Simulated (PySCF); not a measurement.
An unknown gives this computed stick spectrum. The calculation used PySCF 2.14.0, density-fitted response routines, TDDFT PBE0/def2-SVPD, vertical, gas phase, core orbitals frozen in the response. Geometries: PBE0-D3(BJ)/def2-SVP, one conformer each.

```csv
state,E (eV),f,"main configurations (H = HOMO, L = LUMO)"
S1,4.66,0.422,H→L (96%)
S2,5.48,0.037,H-1→L (96%)
S3,5.66,0.0094,H→L+1 (91%)
S4,6.05,0.011,H→L+2 (93%)
S5,6.25,0.0046,"H→L+3 (76%), H→L+4 (10%)"
S6,6.38,0.030,"H-2→L (62%), H-3→L (14%), H→L+4 (10%)"
S7,6.48,0.0069,"H-3→L (48%), H→L+4 (30%)"
S8,6.49,0.011,"H→L+4 (34%), H-3→L (23%), H-1→L+1 (14%)"
S9,6.54,0.0017,H-4→L (86%)
S10,6.59,0.043,H-1→L+1 (69%)
```

Orbital energies (eV): HOMO-3 -9.02, HOMO-2 -8.29, HOMO-1 -7.40, HOMO -6.12, LUMO -1.04, LUMO+1 0.50, LUMO+2 0.87.

**Question.** Which candidate is it? All have the formula C7H13NSi.
A. `C#C[C@@H]1C[Si@@H](N)C[C@H]1C`
B. `N[SiH2]C/C=C1\CCC1=C`
C. `C#C[C@@H]1C[Si@@H](N)C[C@@H]1C`
D. `CC#C[Si]1(N(C)C)CC1`
E. `CCC1=CN([SiH3])C(C)=C1`

**Answer.** B. Its S1, at 4.66 eV, is the lowest among the candidates; the nearest of the others has S1 at 5.07 eV. S1 is HOMO→LUMO (96%). Löwdin shares by element: HOMO carbon 70% or more (atoms not listed hold the other 30%); LUMO carbon 66% or more (atoms not listed hold the other 34%). At the same level the other candidates give, for their lowest levels:
- `CCc1cc(C)n([SiH3])c1`: 5.07 eV (f 0.001); 5.51 eV (f 0.003); 5.82 eV (f 0.032); 5.85 eV (f 0.008); 5.97 eV (f 0.001); T1 4.00 eV; HOMO -5.83, LUMO 0.29 eV
- `C#C[C@@H]1C[Si@@H](N)C[C@@H]1C`: 6.33 eV (f 0.019); 6.49 eV (f 0.000); 6.71 eV (f 0.005); 6.73 eV (f 0.003); 7.06 eV (f 0.011); T1 5.24 eV; HOMO -7.25, LUMO 0.38 eV
- `CC#C[Si]1(N(C)C)CC1`: 5.25 eV (f 0.001); 5.29 eV (f 0.003); 5.44 eV (f 0.060); 5.71 eV (f 0.175); 5.95 eV (f 0.026); T1 4.38 eV; HOMO -6.31, LUMO 0.12 eV
- `C#C[C@@H]1C[Si@@H](N)C[C@H]1C`: 6.38 eV (f 0.023); 6.49 eV (f 0.001); 6.71 eV (f 0.009); 6.74 eV (f 0.002); 7.03 eV (f 0.012); T1 5.24 eV; HOMO -7.25, LUMO 0.43 eV

The values belong to the conformer `[CH2:1]=[C:2]1[CH2:3][CH2:4]/[C:5]1=[CH:6]\[CH2:7][SiH2:8][NH2:9]`: C5–C6–C7–Si8 94°, C6–C7–Si8–N9 -53°, H–N9–Si8–C7 -167°, H–N9–Si8–C7 57°.
Triplets come from the Tamm–Dancoff approximation.
